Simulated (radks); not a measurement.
All-electron atom: the caesium ion Cs52+ in [He] 2s1.

All-electron calculation, non-relativistic Kohn-Sham, r2SCAN, spin-polarised, spherical densities, point nucleus; open shells are filled with parallel spins first (spin-orbit coupling, left out, can overturn this in heavy ions); meta-GGA in the generalised Kohn-Sham scheme; relativity is left out, which matters for an element this heavy. Program: a radial shooting solver on a logarithmic mesh with Libxc functionals.

Energy parts (hartree):
| part | energy |
|---|---|
| total | -3347.1634 |
| kinetic | 3347.1009 |
| electron-nucleus | -6749.8625 |
| Hartree | 94.8725 |
| exchange-correlation | -39.2743 |

Orbitals (lengths in bohr, moments of r in powers of bohr; <r^-3> diverges for s and p1/2; r(90%) holds 90 % of the orbital's charge):
| orbital | occ. | eigenvalue (hartree) | <r^-3> | r(90%) | <1/r> | <r> |
|---|---|---|---|---|---|---|
| 1s up | 1 | -1456.263 | - | 0.0488 | 54.67 | 0.02748 |
| 1s down | 1 | -1455.756 | - | 0.0488 | 54.66 | 0.02748 |
| 2s up | 1 | -353.7237 | - | 0.170 | 13.39 | 0.1116 |

The highest occupied level is 2s up at -9625.3 eV. Virial ratio -V/T = 2.00002. Summed over all electrons, <r^2> = 0.01655 bohr^2, which gives a Langevin (diamagnetic) susceptibility term of -0.0131 x 10^-6 cm^3/mol. Spin moment in Bohr magnetons: 1. For comparison, the ionisation energy in NIST's Atomic Spectra Database is 10208.8 eV (theoretical). In exact Kohn-Sham theory the highest level is minus the ionisation energy, but local and semilocal functionals leave it too shallow, through self-interaction and a potential that decays too fast; potentials with the right tail come closer. The spin density at the nucleus is 6300 e/bohr^3 (1s 34, 2s 6267). The density falls to 0.001 e/bohr^3 at r = 0.37 bohr.
